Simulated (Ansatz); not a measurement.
`BN/C=[N]/[GeH3]`, 12 atoms. Charge 0, multiplicity 1. Correlated methods include outer-core shells of Ge, which these sets cover unevenly. Scalar relativity is left out up to krypton. All runs use 4 threads of a server CPU on a shared host. Correlated methods freeze the cores.

(1) How many basis functions does each run have, and how long does it take in Ansatz? RKS CAM-B3LYP-D4/def2-TZVPP energy; RKS LC-ωPBE/def2-TZVPP energy; RKS PBE0-D4/def2-QZVPP energy; RKS r2SCAN-D4/def2-TZVPP energy and forces; RKS PBE0-D4/def2-TZVP frequencies; RKS PBE0-D4/def2-TZVP relaxation (8 steps); RHF-CCSD(T)/def2-SVP energy; RKS ωB97M-V/def2-SVP energy; direct RPA on PBE orbitals/def2-TZVPP energy; RKS r2SCANh-D4/def2-TZVPP energy; RHF-CCSD(T)/def2-TZVPP energy; RHF-MP2/def2-QZVPP energy. (Estimate.)

Answers

(1) The calculation gave: Other jobs shared the machine, so times are rough.

```csv
level,job,functions,wall time,peak host memory (GiB)
RKS LC-ωPBE/def2-TZVPP,energy,270,14 s,0.55
RKS ωB97M-V/def2-SVP,energy,123,15 s,0.44
RKS r2SCAN-D4/def2-TZVPP,energy and forces,270,15 s,0.41
RKS CAM-B3LYP-D4/def2-TZVPP,energy,270,17 s,0.86
RKS r2SCANh-D4/def2-TZVPP,energy,270,17 s,0.78
direct RPA on PBE orbitals/def2-TZVPP,energy,270,25 s,0.77
RHF-CCSD(T)/def2-SVP,energy,123,34 s,0.78
RKS PBE0-D4/def2-QZVPP,energy,527,36 s,2.1
RHF-MP2/def2-QZVPP,energy,527,110 s,3.7
RKS PBE0-D4/def2-TZVP,relaxation (8 steps),214,120 s,0.64
RHF-CCSD(T)/def2-TZVPP,energy,270,9.4 min,7.3
RKS PBE0-D4/def2-TZVP,frequencies,214,11 min,0.66
```

LC-ωPBE has ω = 0.4 bohr⁻¹.
